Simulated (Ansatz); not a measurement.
One change: `SC=[Se]` becomes `[SiH3]C=[Se]`.

Ansatz, PBE0-D4/def2-TZVP geometries, multiplicity 1. Each molecule was computed in one conformer, which needn't be the lowest.

Scalar relativity is left out up to krypton.

```tsv
property	`SC=[Se]`
HOMO–LUMO gap (PBE0/def2-TZVPP) / eV	3.90
LUMO energy (PBE/def2-TZVPP) / eV	-3.27
LUMO energy (B3LYP/def2-TZVPP) / eV	-2.66
HOMO–LUMO gap (B3LYP/def2-TZVPP) / eV	3.49
size of the dipole moment (PBE/def2-TZVPP) / D	1.80
HOMO energy (PBE0/def2-TZVPP) / eV	-6.40
```

Give the same properties after the change, and the shifts. (An estimate is asked.)

Ansatz gave: 
| property | `[SiH3]C=[Se]` | shift |
| --- | --- | --- |
| HOMO–LUMO gap (PBE0/def2-TZVPP) / eV | 3.26 | -0.64 |
| LUMO energy (PBE/def2-TZVPP) / eV | -3.90 | -0.63 |
| LUMO energy (B3LYP/def2-TZVPP) / eV | -3.22 | -0.56 |
| HOMO–LUMO gap (B3LYP/def2-TZVPP) / eV | 2.86 | -0.63 |
| size of the dipole moment (PBE/def2-TZVPP) / D | 1.23 | -0.57 |
| HOMO energy (PBE0/def2-TZVPP) / eV | -6.32 | 0.08 |

With PBE0 the HOMO rises by 0.08 eV and the LUMO falls by 0.55 eV, so the gap narrows by about 0.63 eV. PBE moves the HOMO by 0.09 eV and ωB97M-V by 0.05 eV. The zero-point energy changes by 37.9 kJ/mol with +6 modes. Dipoles are sizes alone; their direction can turn.

B3LYP here is the variant with VWN-RPA as its local correlation; programs differ in this.

Spin–orbit coupling is left out; it splits and shifts lone-pair levels of the heavy atoms by tenths of an eV.
